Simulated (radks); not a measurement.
Tl64+, configuration [Ne] 3s2 3p5 (the NIST ground configuration).

Method: scalar-relativistic Kohn-Sham, LDA (Slater exchange, Perdew-Wang correlation), spin-polarised, spherical densities, finite nucleus; open shells are filled with parallel spins first (spin-orbit coupling, left out, can overturn this in heavy ions); Fermi nuclear charge, rms radius 5.4759 fm; computed with a radial shooting solver on a logarithmic mesh with Libxc functionals.

Energy parts (eV):
part                      energy
total                 -424111.95
kinetic                490876.39
electron-nucleus      -952066.79
Hartree                 41997.72
exchange-correlation    -4919.28

Orbitals (lengths in bohr, moments of r in powers of bohr; r(max) is where P^2 peaks; r(90%) holds 90 % of the orbital's charge):
orbital	occ.	eigenvalue (eV)	r(max)	r(90%)	<r>	<r^2>
1s up	1	-90696.80	0.01004	0.0299	0.01633	0.0003693
1s down	1	-90692.33	0.01004	0.0299	0.01633	0.0003693
2s up	1	-20253.12	0.05795	0.106	0.06820	0.005506
2s down	1	-20249.50	0.05795	0.106	0.06820	0.005505
2p up	3	-18160.49	0.04807	0.100	0.06167	0.004640
2p down	3	-18155.97	0.04808	0.100	0.06167	0.004639
3s up	1	-7997.518	0.1572	0.242	0.1661	0.03150
3s down	1	-7987.673	0.1572	0.242	0.1662	0.03151
3p up	3	-7386.202	0.1552	0.244	0.1648	0.03139
3p down	2	-7376.316	0.1552	0.244	0.1648	0.03141

The highest occupied level is 3p down at -7376.3 eV. Summed over all electrons, <r^2> = 0.2596 bohr^2, which gives a Langevin (diamagnetic) susceptibility term of -0.206 x 10^-6 cm^3/mol.
